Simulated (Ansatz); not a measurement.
HInO, SMILES [OH][In] (connectivity only; charge and spin as stated), neutral, multiplicity 1.

Geometry optimised at B3LYP-D3(BJ)/def2-TZVP. The geometry has at least one imaginary mode, so it is a saddle point at that level. The def2 effective core potentials stand for the cores of In; spin–orbit coupling is left out.

Two levels are set side by side: PBE/def2-TZVPD (Ansatz, a program for electronic structure) and CAM-B3LYP/def2-TZVPD (Ansatz). Energy differences of separate SCF runs at the same geometry; the states with an electron removed or added have multiplicity 2 and 2. Differences are taken from unrounded values.

```csv
quantity,CAM-B3LYP
vertical ionisation energy (eV),10.04
vertical singlet–triplet gap (eV),4.15
```

### Question
What does PBE give, and how far is it from CAM-B3LYP? (Estimate from the structure and the level; the computed values follow.)

### Answer

```
quantity                            PBE  PBE minus CAM-B3LYP
---------------------------------  ----  -------------------
vertical ionisation energy (eV)    9.77                -0.27
vertical singlet–triplet gap (eV)  4.21                 0.06
```
